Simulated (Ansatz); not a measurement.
A made-up structure of CH₃BSn, singlet:

```
6
angstrom
B 1.1639 -1.0871 0.3399
C 0.5797 -1.9350 1.2595
Sn -0.2144 0.4347 -0.2460
H -1.5878 -0.1877 -1.0420
H 0.7314 1.3291 -1.3593
H -0.6728 1.4460 1.0479
```

It is relaxed with PBE-D4/def2-SVP and then PBE0-D4/def2-TZVP (Ansatz 0.2.0). Atoms count as bonded within 1.22 times the sum of their covalent radii (H–H: 0.88 Å). The end point is not checked to be a true minimum.

Task: Does its bonding change? (A judgement: the text doesn't fix the answer.)

Result: By the calculation: Yes. Formed: C2–Sn3; broken: B1–Sn3.

Where it ends: The first stage lowers the energy by 0.64 eV in 29 steps. It ends as CH₃BSn ([B][C][SnH3]):
```json
{"atom": "B1", "x (Å)": "1.6952", "y (Å)": "-1.3571", "z (Å)": "0.9722"}
{"atom": "C2", "x (Å)": "0.4568", "y (Å)": "-1.5160", "z (Å)": "0.3831"}
{"atom": "Sn3", "x (Å)": "-0.3311", "y (Å)": "0.3805", "z (Å)": "-0.2019"}
{"atom": "H4", "x (Å)": "-1.8278", "y (Å)": "-0.0811", "z (Å)": "-0.8949"}
{"atom": "H5", "x (Å)": "0.6227", "y (Å)": "1.1587", "z (Å)": "-1.3816"}
{"atom": "H6", "x (Å)": "-0.6159", "y (Å)": "1.4151", "z (Å)": "1.1232"}
```

Labels in which every atom is bracketed show which atoms are joined, not bond orders.

For scale, one of the runs: PBE0-D4/def2-TZVP relaxation, 130 basis functions, launched by `ansatz run in.yaml --threads 2 --pin off --events-out ev --progress --plain --max-ram 4352MiB`. Hardware: 2 CPU threads of an Arm Neoverse V2, shared host. Wall time about 16 s.
